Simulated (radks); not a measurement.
Charge is removed step by step from the 1s level of the nitrogen ion N3+, starting from [He] 2s2. All-electron calculation, scalar-relativistic Kohn-Sham, LDA (Slater exchange, Perdew-Wang correlation), spin-unpolarised, spherical densities, point nucleus. Program: a radial shooting solver on a logarithmic mesh with Libxc functionals.

removed (e)  E - E(0) (eV)  eigenvalue (eV)  E minus straight line (eV)
0                    0.000          -447.55                       0.000
0.25                114.68          -469.97                      -8.498
0.5                 235.00          -492.62                     -11.362
0.75                361.00          -515.45                      -8.538
1                   492.72          -538.31                       0.000

Removing the whole electron costs 492.72 eV by Delta-SCF, against 447.55 eV from minus the eigenvalue at the starting occupation. Slater's transition state (half an electron removed) gives 492.62 eV. Integrating minus the eigenvalue over the occupation (Janak's theorem) gives 492.73 eV. In this scalar-relativistic scheme the density is built from large components alone, so the theorem holds only approximately. The mean slope of the eigenvalue, de/dn, is 90.8 eV per electron.
